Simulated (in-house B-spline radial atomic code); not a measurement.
Computed with a B-spline radial atomic code. Model: two electrons, singlet ground state, non-relativistic, full CI in B-splines with partial waves to l = 8 (at full coupling up to 3e-4 hartree above the limit, correlation up to 0.6 % small), density held at that of full coupling by Lieb maximisation.

W(λ) is the mean repulsion in the state of coupling λ less the Hartree energy of the fixed density. Its start is exact exchange, its initial slope is twice the second-order Görling-Levy correlation energy, and its area from 0 to 1 is E_xc. A straight curve means weak, dynamic correlation, and a curve that drops fast and flattens means strong correlation.

Command:
```bash
python run_ac.py task.json out
```
Settings (lengths in bohr, energies in hartree):
```
potential              dot
strength               0.011
lmax                   8
second                 1
```

Cost of the run: 2.6 min on 1 thread of Intel(R) Xeon(R) Processor @ 2.30GHz, with other jobs on the host.

**W = mean repulsion less Hartree energy, and W of three functionals.**

Given: confinement charge in harmonic well; well frequency 0.011 hartree; nuclear charge 1; external potential omega^2 r^2/2 - Z/r.

Computed: PBE exchange minus exact -9.2898 millihartree; SCAN exchange minus exact -10.451 millihartree.

| coupling | W xc (hartree) | W xc minus exchange (millihartree) | kinetic minus Kohn-Sham (millihartree) | LDA (PW92) W minus its exchange (millihartree) | PBE W minus its exchange (millihartree) | SCAN W minus its exchange (millihartree) |
| --- | --- | --- | --- | --- | --- | --- |
| 0 | -0.38523 | 0 | 0 | 0 | 0 | 0 |
| 0.02 | -0.38768 | -2.441 | 0.02 | -9.44 | -1.43 | -1.75 |
| 0.05 | ? | ? | ? | ? | ? | ? |
| 0.12 | -0.39887 | -13.638 | 0.79 | -33.58 | -8.72 | -9.58 |
| 0.25 | -0.41125 | -26.016 | 3.06 | -53.04 | -17.66 | -18.28 |
| 0.4 | -0.42311 | -37.875 | 6.89 | -69.36 | -26.96 | -26.88 |
| 0.6 | -0.43589 | -50.658 | 13.23 | -85.87 | -37.79 | -36.59 |
| 0.8 | -0.44614 | -60.903 | 20.36 | -98.82 | -47.15 | -44.81 |
| 1 | -0.45453 | -69.294 | 27.89 | -109.47 | -55.31 | -51.91 |
| 1.4 | ? | ? | ? | ? | ? | ? |
| 2 | -0.48089 | -95.652 | 65.82 | -144.55 | -84.56 | -76.77 |

**Question.** What belongs in the row 0.05?

**Answer.** W xc (hartree): -0.39121; W xc minus exchange (millihartree): -5.972; kinetic minus Kohn-Sham (millihartree): 0.15; LDA (PW92) W minus its exchange (millihartree): -18.49; PBE W minus its exchange (millihartree): -3.63; SCAN W minus its exchange (millihartree): -4.23.

**Question.** What belongs in the row 1.4?

**Answer.** W xc (hartree): -0.46746; W xc minus exchange (millihartree): -82.227; kinetic minus Kohn-Sham (millihartree): 43.27; LDA (PW92) W minus its exchange (millihartree): -126.24; PBE W minus its exchange (millihartree): -68.9; SCAN W minus its exchange (millihartree): -63.58.

**Question.** What is the LDA exchange minus exact?

**Answer.** 45.635 millihartree.

**Energy parts, natural occupations and partial-wave weights.**

Computed: total energy -0.5263 hartree; exchange energy -0.38523 hartree; correlation energy -0.041405 hartree; kinetic part of the DFT correlation energy 0.027889 hartree; Hartree energy 0.77047 hartree; Kohn-Sham kinetic 0.50244 hartree; Lieb Oxford ratio E_xc over LDA exchange 1.2563.

| natural | occupation of the shell (electrons) |
| --- | --- |
| s | 1.8937 |
| s | 0.080062 |
| p | ? |
| d | 0.0006486 |
| p | 0.00048964 |
| s | 0.00040456 |

**Question.** What belongs in the row p?

**Answer.** occupation of the shell (electrons): 0.02447.

```tsv
wave	weight
s	0.98709
p	0.012497
d	?
f	4.2584e-05
g	9.1253e-06
```

**Question.** What belongs in the row d?

**Answer.** weight: 0.00035707.

**Question.** What is the kinetic part over minus potential part?

**Answer.** 0.40247.

**Question.** What is the initial slope twice GL2?

**Answer.** -0.12382 hartree.

Half-way to full coupling W has made 64 % of its drop, against 50 % for a straight line, and second-order (GL2) theory, half the initial slope, overshoots the correlation energy by about 49 %: a marked bend. Over couplings 0 to 1 the errors in E_xc come to about +15 millihartree for LDA, +1.1 millihartree for PBE, +0.8 millihartree for SCAN. In LDA and PBE and SCAN the errors of exchange and correlation have opposite signs, so the sum is smaller than the larger of the two.
